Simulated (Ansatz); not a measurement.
Species: PbCl$_{2}$, net charge 0, triplet state. This is an excited triplet: at this geometry the singlet lies 1.35 eV lower at RI-MP2/CBS(def2-TZVPPD,def2-QZVPPD)+[CCSD(T)-MP2]/def2-TZVPPD. 
Structure (B3LYP-D3(BJ)/def2-TZVP (Ansatz, a quantum-chemistry and plane-wave program) minimum search):
```
Cl
Cl 1 2.6820
Pb 1 2.7046 2 60.28
```
Charge 0, spin multiplicity 3.

Basis-set convergence of Hartree-Fock and MP2 correlation energies (hartree) with Ansatz. Correlated levels leave the core frozen unless marked. UHF or UKS for open shells. No spin-orbit coupling. Frozen are the shells of the preceding noble gas and the d and f shells that filled before the atom's block. Past Kr the def2 sets carry scalar-relativistic core potentials.

```tsv
basis	functions	E(HF)	E(corr, MP2)
def2-SVPD	86	-1110.57446	-0.33396
def2-TZVPPD	158	[?]	[?]
```

Fill in the missing entries.


- def2-TZVPPD, E(HF): -1110.87574
- def2-TZVPPD, E(corr, MP2): -0.43349
